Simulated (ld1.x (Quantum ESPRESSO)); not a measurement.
# Logarithmic derivatives: P (Z = 15), TM

- Element: phosphorus
- Generator: ld1.x (Quantum ESPRESSO) 7.5
- Type: norm-conserving Troullier–Martins (Kleinman–Bylander form)
- Functional: PBEsol
- Relativity: scalar-relativistic
- Frozen core: [Ne]
- Valence charge: 5
- Reference configuration: 3s2 3p1.5 (charge +1.5)
- Partial waves: 3s (bound): rc 1.35 bohr; 3p (bound): rc 1.85 bohr
- Local potential: all-electron potential smoothed inside 1.45 bohr (lloc = -1)
- Core correction: Bessel-smoothed model core inside 1.25 bohr

The phase is arctan(r·u′/u) with u = r·R(r), unwrapped; energies in Ry, scanned from -4 to 5 Ry. A pole is an energy at which the radial function vanishes at the test radius. The pseudo phase is shifted by a multiple of π to meet the all-electron one at the reference energy, and phase errors are pseudo minus all-electron; the curves can meet again beyond the range given. Levels narrower than the energy grid can be missing from the lists of poles.

Task: For each channel, where are the poles, and over which energies does the pseudopotential scatter like the atom?

Result:

```json
{"channel": "s", "radius (bohr)": "2.01", "reference energy (Ry)": "-2.09", "poles, all-electron": "-0.01", "poles, pseudo": "-0.13, 4.09", "unbroken range about the reference energy with phases within 0.05 rad": "below 1.1", "phase error 1 Ry above the reference energy (rad)": "-0.005"}
{"channel": "p", "radius (bohr)": "2.01", "reference energy (Ry)": "-1.40", "poles, all-electron": "1.05", "poles, pseudo": "0.95", "unbroken range about the reference energy with phases within 0.05 rad": "below 2.9", "phase error 1 Ry above the reference energy (rad)": "-0.004"}
```

Phases in the p channel:

```
E (Ry)  all-electron  pseudo
 -4.00         1.200   1.198
 -3.52         1.142   1.139
 -3.04         1.051   1.048
 -2.56         0.892   0.889
 -2.08         0.563   0.560
 -1.60        -0.132  -0.133
 -1.12        -0.854  -0.855
 -0.64        -1.207  -1.209
 -0.16        -1.377  -1.382
  0.32        -1.476  -1.483
  0.80        -1.543  -1.552
  1.28        -1.593  -1.607
  1.76        -1.636  -1.655
  2.24        -1.675  -1.703
  2.72        -1.715  -1.757
  3.20        -1.758  -1.825
  3.68        -1.810  -1.926
  4.16        -1.877  -2.107
  4.64        -1.975  -2.523
```
